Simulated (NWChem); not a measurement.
System: CH3ClN2Sr

Input file for NWChem:

```
start job
memory heap 200 mb stack 900 mb global 1100 mb
geometry units angstroms
  Sr     0.586611     0.248806     0.003978
  Cl    -1.174301     1.267210    -1.438286
  C     -0.408367    -1.847037     1.353448
  N      0.184928    -2.051201     0.214015
  N     -0.410469    -0.673674     1.914447
  H     -0.903981    -2.687481     1.860683
  H      0.119951    -3.004920    -0.124853
  H     -0.904045    -0.635770     2.799647
end
basis spherical
  * library def2-svp
end
ecp
  Sr library def2-ecp
end
dft
  xc pbe0
  iterations 150
end
driver
  maxiter 120
end
task dft optimize
dft
  grid fine
  convergence energy 1d-8 density 1d-7
end
task dft freq numerical
```

Excerpt of the output:

```
             Northwest Computational Chemistry Package (NWChem) 7.3.0
             --------------------------------------------------------

 CS  symmetry detected

                             Geometry "geometry" -> ""
                             -------------------------

 Output coordinates in angstroms (scale by  1.889725989 to convert to a.u.)

  No.       Tag          Charge          X              Y              Z
 ---- ---------------- ---------- -------------- -------------- --------------
    1 Sr                  38.0000     0.69617300     0.12491776     0.00000000
    2 Cl                  17.0000    -0.72060329     2.17694797     0.00000000
    3 C                    6.0000    -0.84391947    -2.07320039     0.00000000
    4 N                    7.0000    -0.42460662    -1.59357855    -1.13396936
    5 N                    7.0000    -0.42460662    -1.59357855     1.13396936
    6 H                    1.0000    -1.55471832    -2.91226634     0.00000000
    7 H                    1.0000    -0.82079507    -2.04671097    -1.95026513
    8 H                    1.0000    -0.82079507    -2.04671097     1.95026513

 Effective nuclear repulsion energy (a.u.)     435.4742059163

      Symmetry information
      --------------------

 Group name             Cs
 Group number              2
 Group order               2
 No. of unique centers     6

                                Z-matrix (autoz)
                                --------

 Units are Angstrom for bonds and degrees for angles

      Type          Name      I     J     K     L     M      Value
      ----------- --------  ----- ----- ----- ----- ----- ----------
    1 Stretch                  1     2                       2.49361
    2 Stretch                  1     3                       2.68395
    3 Stretch                  1     4                       2.34420
    4 Stretch                  1     5                       2.34420
    5 Stretch                  3     4                       1.30067
    6 Stretch                  3     5                       1.30067
    7 Stretch                  3     6                       1.09967
    8 Stretch                  4     7                       1.01422
    9 Stretch                  5     8                       1.01422
   10 Bend                     1     3     4                60.85722
   11 Bend                     1     3     5                60.85722
   12 Bend                     1     4     3                90.15595
   13 Bend                     1     4     7               154.63944
   14 Bend                     1     5     3                90.15595
   15 Bend                     1     5     8               154.63944
   16 Bend                     2     1     3               110.36109
   17 Bend                     2     1     4               109.36738
   18 Bend                     2     1     5               109.36738
   19 Bend                     3     1     4                28.98683
   20 Bend                     3     1     5                28.98683
   21 Bend                     3     4     7               114.26862
   22 Bend                     3     5     8               114.26862
   23 Bend                     4     1     5                57.85919
   24 Bend                     4     3     5               121.34485
   25 Bend                     4     3     6               119.32367
   26 Bend                     5     3     6               119.32367
   27 Torsion                  1     3     4     7        -172.95838
   28 Torsion                  1     3     5     8         172.95838
   29 Torsion                  1     4     3     5          -7.04003
   30 Torsion                  1     4     3     6         173.98404
   31 Torsion                  1     5     3     4           7.04003
   32 Torsion                  1     5     3     6        -173.98404
   33 Torsion                  2     1     3     4          93.44162
   34 Torsion                  2     1     3     5         -93.44162
   35 Torsion                  1     2     3     6         180.00000
   36 Torsion                  2     1     4     3         -97.26987
   37 Torsion                  2     1     4     7          67.60528
   38 Torsion                  2     1     5     3          97.26987
   39 Torsion                  2     1     5     8         -67.60528
   40 Torsion                  3     1     4     7         164.87515
   41 Torsion                  3     1     5     8        -164.87515
   42 Torsion                  3     4     1     5           3.93304
   43 Torsion                  3     5     1     4          -3.93304
   44 Torsion                  4     1     3     5         173.11676
   45 Torsion                  4     1     5     8        -168.80819
   46 Torsion                  4     3     1     5        -173.11676
   47 Torsion                  4     3     5     8         179.99841
   48 Torsion                  5     1     4     7         168.80819
   49 Torsion                  5     3     4     7        -179.99841
   50 Torsion                  6     3     4     7           1.02566
   51 Torsion                  6     3     5     8          -1.02566

                           NWChem Geometry Optimization
                           ----------------------------

 maximum gradient threshold         (gmax) =   0.000450
 rms gradient threshold             (grms) =   0.000300
 maximum cartesian step threshold   (xmax) =   0.001800
 rms cartesian step threshold       (xrms) =   0.001200
 fixed trust radius                (trust) =   0.300000
 source of zmatrix                         =   autoz

          -------------------
          Energy Minimization
          -------------------

 Using diagonal initial Hessian
 Scaling for Hessian diagonals: bonds = 1.00  angles = 0.25  torsions = 0.10

          --------
          Step   0

                                 NWChem DFT Module
                                 -----------------

 Summary of "ao basis" -> "ao basis" (spherical)
 ------------------------------------------------------------------------------
       Tag                 Description            Shells   Functions and Types
 ---------------- ------------------------------  ------  ---------------------
 Sr                         def2-svp                 9       23   4s3p2d
 Cl                         def2-svp                 8       18   4s3p1d
 C                          def2-svp                 6       14   3s2p1d
 N                          def2-svp                 6       14   3s2p1d
 H                          def2-svp                 3        5   2s1p

      Symmetry analysis of basis
      --------------------------

        a'         62
        a"         36

            General Information
            -------------------
          SCF calculation type: DFT
          Wavefunction type:  closed shell.
          No. of atoms     :     8
          No. of electrons :    50
           Alpha electrons :    25
            Beta electrons :    25
          Charge           :     0
          Spin multiplicity:     1
          Use of symmetry is: on ; symmetry adaption is: on
          Maximum number of iterations: 150
          AO basis - number of functions:    98
                     number of shells:    44
          Convergence on energy requested:  1.00D-06
          Convergence on density requested:  1.00D-05
          Convergence on gradient requested:  5.00D-04

              XC Information
              --------------
                         PBE0 Method XC Functional
                     Hartree-Fock (Exact) Exchange  0.250
          PerdewBurkeErnzerhof Exchange Functional  0.750
            Perdew 1991 LDA Correlation Functional  1.000 local
           PerdewBurkeErnz. Correlation Functional  1.000 non-local

[...]

      ----------------------
      Optimization converged
      ----------------------

  Step       Energy      Delta E   Gmax     Grms     Xrms     Xmax
  ---- ---------------- -------- -------- -------- -------- --------
@   29    -639.88930515  1.8D-08  0.00000  0.00000  0.00034  0.00103
                                     ok       ok       ok       ok

                                Z-matrix (autoz)
                                --------

 Units are Angstrom for bonds and degrees for angles

      Type          Name      I     J     K     L     M      Value     Gradient
      ----------- --------  ----- ----- ----- ----- ----- ---------- ----------
    1 Stretch                  1     2                       2.64278   -0.00000
    2 Stretch                  1     3                       2.83547   -0.00000
    3 Stretch                  1     4                       2.47150   -0.00000
    4 Stretch                  1     5                       2.47150   -0.00000
    5 Stretch                  3     4                       1.32471   -0.00000
    6 Stretch                  3     5                       1.32471   -0.00000
    7 Stretch                  3     6                       1.11017    0.00000
    8 Stretch                  4     7                       1.01370   -0.00000
    9 Stretch                  5     8                       1.01370   -0.00000
   10 Bend                     1     3     4                60.61214    0.00000
   11 Bend                     1     3     5                60.61214    0.00000
   12 Bend                     1     4     3                91.54664    0.00000
   13 Bend                     1     4     7               155.80304   -0.00000
   14 Bend                     1     5     3                91.54664    0.00000
   15 Bend                     1     5     8               155.80304   -0.00000
   16 Bend                     2     1     3               164.52277    0.00000
   17 Bend                     2     1     4               148.62960    0.00000
   18 Bend                     2     1     5               148.62960    0.00000
   19 Bend                     3     1     4                27.84121   -0.00000
   20 Bend                     3     1     5                27.84121   -0.00000
   21 Bend                     3     4     7               112.56678   -0.00000
   22 Bend                     3     5     8               112.56678   -0.00000
   23 Bend                     4     1     5                55.67718   -0.00000
   24 Bend                     4     3     5               121.20667    0.00000
   25 Bend                     4     3     6               119.39659   -0.00000
   26 Bend                     5     3     6               119.39659   -0.00000
   27 Torsion                  1     3     4     7        -177.93993   -0.00000
   28 Torsion                  1     3     5     8         177.93993    0.00000
   29 Torsion                  1     4     3     5          -1.53650    0.00000
   30 Torsion                  1     4     3     6         178.31916   -0.00000
   31 Torsion                  1     5     3     4           1.53650   -0.00000
   32 Torsion                  1     5     3     6        -178.31916    0.00000
   33 Torsion                  2     1     3     4          90.75413   -0.00000
   34 Torsion                  2     1     3     5         -90.75413    0.00000
   35 Torsion                  1     2     3     6         180.00000    0.00000
   36 Torsion                  2     1     4     3        -149.16426   -0.00000
   37 Torsion                  2     1     4     7          26.19038   -0.00000
   38 Torsion                  2     1     5     3         149.16426    0.00000
   39 Torsion                  2     1     5     8         -26.19038    0.00000
   40 Torsion                  3     1     4     7         175.35464    0.00000
   41 Torsion                  3     1     5     8        -175.35464   -0.00000
   42 Torsion                  3     4     1     5           0.85284   -0.00000
   43 Torsion                  3     5     1     4          -0.85284    0.00000
   44 Torsion                  4     1     3     5         178.49174    0.00000
   45 Torsion                  4     1     5     8        -176.20748   -0.00000
   46 Torsion                  4     3     1     5        -178.49174   -0.00000
   47 Torsion                  4     3     5     8         179.47643   -0.00000
   48 Torsion                  5     1     4     7         176.20748    0.00000
   49 Torsion                  5     3     4     7        -179.47643    0.00000
   50 Torsion                  6     3     4     7           0.37923   -0.00000
   51 Torsion                  6     3     5     8          -0.37923    0.00000

[...]

 Rotational Constants
 --------------------
 A=   0.338284 cm-1  (  0.486705 K)
 B=   0.033647 cm-1  (  0.048410 K)
 C=   0.031151 cm-1  (  0.044818 K)

 Temperature                      =   298.15K
 frequency scaling parameter      =   1.0000

 Zero-Point correction to Energy  =   30.591 kcal/mol  (  0.048749 au)
 Thermal correction to Energy     =   34.861 kcal/mol  (  0.055555 au)
 Thermal correction to Enthalpy   =   35.454 kcal/mol  (  0.056499 au)

 Total Entropy                    =   87.928 cal/mol-K
   - Translational                =   41.209 cal/mol-K (mol. weight = 165.9041)
   - Rotational                   =   27.899 cal/mol-K (symmetry #  =        1)
   - Vibrational                  =   18.820 cal/mol-K

 Cv (constant volume heat capacity) =   20.301 cal/mol-K
   - Translational                  =    2.979 cal/mol-K
   - Rotational                     =    2.979 cal/mol-K
   - Vibrational                    =   14.342 cal/mol-K

[normal modes left out]

 ----------------------------------------------------------------------------
 Normal Eigenvalue ||           Projected Infra Red Intensities
  Mode   [cm**-1]  || [atomic units] [(debye/angs)**2] [(KM/mol)] [arbitrary]
 ------ ---------- || -------------- ----------------- ---------- -----------
    1       -0.000 ||    0.000442           0.010         0.430       0.079
    2       -0.000 ||    0.000303           0.007         0.296       0.055
    3       -0.000 ||    0.003226           0.074         3.145       0.581
    4       -0.000 ||    0.000850           0.020         0.829       0.153
    5       -0.000 ||    0.000976           0.023         0.951       0.176
    6       -0.000 ||    0.001376           0.032         1.342       0.248
    7       23.636 ||    0.016014           0.369        15.611       2.883
    8       45.054 ||    0.013064           0.301        12.735       2.352
    9      198.201 ||    0.127382           2.939       124.178      22.934
   10      259.139 ||    0.002758           0.064         2.689       0.497
   11      326.522 ||    0.012900           0.298        12.575       2.323
   12      333.385 ||    0.129545           2.989       126.287      23.324
   13      624.371 ||    0.000093           0.002         0.091       0.017
   14      714.300 ||    0.014034           0.324        13.681       2.527
   15      752.949 ||    0.125723           2.901       122.561      22.636
   16     1050.289 ||    0.000464           0.011         0.452       0.083
   17     1165.891 ||    0.000072           0.002         0.070       0.013
   18     1167.134 ||    0.159790           3.686       155.771      28.769
   19     1335.115 ||    0.164993           3.807       160.843      29.706
   20     1440.511 ||    0.058307           1.345        56.840      10.498
   21     1652.171 ||    0.355774           8.208       346.826      64.055
   22     3024.135 ||    0.091335           2.107        89.038      16.444
   23     3646.609 ||    0.045405           1.048        44.263       8.175
   24     3649.238 ||    0.008177           0.189         7.972       1.472
 ----------------------------------------------------------------------------
```

Level: PBE0/def2-SVP with def2 effective core potentials on Sr. def2 effective core potentials on Sr; no spin-orbit coupling.
